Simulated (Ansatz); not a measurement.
In8N8H22, a nanocrystal cut from wurtzite InN (hydrogen-capped), relaxed as a singlet with RKS PBE-D4/def2-SVP in Ansatz, starting from the GFN2-xTB geometry. Force threshold 0.03 eV/Å.

In the def2 sets In takes a core potential; there is no spin–orbit coupling. Single mean-field runs in def2-SVP are fitted with def2-universal-jkfit.

Start:

```xyz
38

In    1.648   -3.392   -1.289
N     2.871   -1.629   -1.920
N    -0.124   -2.483   -0.423
In    0.485   -1.356    1.283
In    2.022    0.352   -1.541
N     1.641    0.313    0.557
N    -1.337   -0.565    2.061
In   -0.860    0.571    3.849
In    0.824    2.251    0.921
N     0.437    2.221    3.075
In   -1.073   -1.410   -1.988
N     0.133    0.273   -2.488
N    -2.812   -0.526   -0.964
In   -2.428    0.743    0.797
In   -0.815    2.206   -2.100
N    -1.110    2.246    0.068
H     2.534   -4.087   -0.028
H     1.158   -4.071   -2.768
H     3.789   -1.691   -1.476
H     3.046   -1.721   -2.923
H    -0.759   -3.226   -0.124
H     1.464   -2.174    2.394
H     3.056    1.598   -2.006
H     2.544    0.260    1.036
H    -1.954   -1.338    2.320
H     0.179   -0.372    4.793
H    -2.288    1.378    4.295
H     1.856    3.504    0.468
H     1.327    2.199    3.576
H    -0.003    3.104    3.337
H    -1.559   -2.287   -3.341
H     0.286    0.236   -3.499
H    -3.510   -1.242   -0.751
H    -3.240    0.096   -1.653
H    -3.868    1.376    1.399
H     0.373    3.385   -2.432
H    -2.384    2.110   -2.788
H    -1.550    3.147    0.274
```

| step | energy (eV) | largest force component (eV/Å) | SCF passes |
| --- | --- | --- | --- |
| 1 | -53652.4536 | 0.703 | 21 |
| 2 | -53653.1219 | 0.307 | 25 |
| 3 | -53653.2540 | 0.152 | 20 |
| 4 | -53653.2716 | 0.039 | 20 |
| 5 | -53653.2735 | 0.015 | 21 |
| 6 | -53653.2747 | 0.021 | 21 |
| 7 | -53653.2753 | 0.019 | 21 |

Force components are those of the run's own axes.

End:

```xyz
38

In    1.695   -3.574   -1.351
N     2.917   -1.747   -1.905
N    -0.029   -2.446   -0.487
In    0.568   -1.325    1.299
In    2.117    0.327   -1.638
N     1.671    0.405    0.502
N    -1.285   -0.460    2.088
In   -0.931    0.580    4.033
In    0.830    2.362    1.001
N     0.432    2.186    3.197
In   -1.100   -1.425   -2.075
N     0.132    0.313   -2.509
N    -2.829   -0.474   -1.014
In   -2.504    0.796    0.804
In   -0.943    2.263   -2.204
N    -1.109    2.276    0.037
H     2.577   -4.336   -0.056
H     1.191   -4.225   -2.891
H     3.811   -1.798   -1.393
H     3.192   -1.845   -2.895
H    -0.665   -3.186   -0.139
H     1.513   -2.225    2.454
H     3.281    1.472   -2.242
H     2.592    0.379    0.971
H    -1.874   -1.273    2.341
H     0.096   -0.416    5.028
H    -2.390    1.444    4.452
H     1.841    3.750    0.711
H     1.346    2.102    3.668
H     0.071    3.098    3.518
H    -1.680   -2.354   -3.428
H     0.279    0.303   -3.533
H    -3.530   -1.198   -0.797
H    -3.288    0.138   -1.710
H    -4.034    1.370    1.401
H     0.161    3.541   -2.652
H    -2.577    2.007   -2.804
H    -1.549    3.195    0.217
```

By distances, no bond broke or formed. The bond that changes most is N7–In8, from 2.17 to 2.23 Å (atoms count from 1).

The force fell under the threshold at step 5, but the optimiser went on. No frequencies were taken in this run, so the end may be a saddle point.

Hardware: 2 threads of AMD EPYC 7R13 on a shared host and a share (18 GiB) of an NVIDIA H100 80GB HBM3. Wall time 34 s.
